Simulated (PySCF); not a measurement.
# Working out the ionisation energy of S⁺

S⁺ [Ne] 3s2 3p3 (4S) → S²⁺ [Ne] 3s2 3p2 (3P). Calculation: PySCF 2.14, in x2c-TZVPPall; scalar relativity by spin-free X2C-1e. Frozen: 1s2. Energies in hartree (1 hartree = 27.21139 eV):

```
            part   S⁺ (lower)  S²⁺ (upper)
             UHF  -398.245528  -397.411179
CCSD correlation    -0.266779    -0.246446
             (T)    -0.004921    -0.003609
```

Question: What does Hartree-Fock give?

Answer: (-397.411179) − (-398.245528) = 0.834349 hartree = 22.704 eV.

Question: What do CCSD and CCSD(T) give?

Answer: The CCSD correlation energies differ by 0.020333 hartree = 0.553 eV and the triples by 0.001312 hartree = 0.036 eV, so CCSD gives 23.257 eV and CCSD(T) 23.293 eV.

A first-order spin-orbit estimate adds -0.064 eV to CCSD(T) (valence and next inner shell), giving 23.229 eV against 23.338 eV (measured; NIST Atomic Spectra Database, ionization energies).

What remains against the reference includes basis incompleteness, the frozen core and higher excitations.
